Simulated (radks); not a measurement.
The numbers below are computed, except where a source is named.
Question: Te+, 51 electrons, occupied as [Kr] 4d10 5s2 5p3 (the NIST ground configuration). Code: a radial shooting solver on a logarithmic mesh with Libxc functionals. Model: Dirac Kohn-Sham, Slater X-alpha with alpha = 0.931, spin-unpolarised, spherical densities, point nucleus; open shells are shared between the two j in proportion to 2j + 1. Some entries of the table are withheld. Estimate them.

orbital,occ.,eigenvalue (hartree),r(max) (bohr),<r^2> (bohr^2)
1s1/2,2,-1167.447,0.01792,0.001045
2s1/2,2,-180.3688,0.1012,0.01678
2p1/2,2,(1),0.07764,0.01240
2p3/2,4,(2),0.08235,0.01368
3s1/2,2,-36.53341,0.2915,0.1173
3p1/2,2,-31.96862,(3),0.1117
3p3/2,4,-30.04988,(4),0.1198
3d3/2,4,-21.92497,0.2340,(5)
3d5/2,6,-21.51955,0.2370,(6)
4s1/2,2,-6.64932,0.6956,0.6481
4p1/2,2,-5.05823,0.7141,0.7140
4p3/2,4,-4.68809,0.7383,0.7656
4d3/2,4,-2.11973,0.7924,1.035
4d5/2,6,-2.06220,0.8011,1.061
5s1/2,2,(7),1.732,4.365
5p1/2,1,-0.59541,1.975,6.028
5p3/2,2,-0.55625,2.054,6.509

Answer: 
(1) 2p1/2 eigenvalue (hartree): -169.4287
(2) 2p3/2 eigenvalue (hartree): -159.2156
(3) 3p1/2 r(max) (bohr): 0.2775
(4) 3p3/2 r(max) (bohr): 0.2880
(5) 3d3/2 <r^2> (bohr^2): 0.1009
(6) 3d5/2 <r^2> (bohr^2): 0.1032
(7) 5s1/2 eigenvalue (hartree): -0.95007
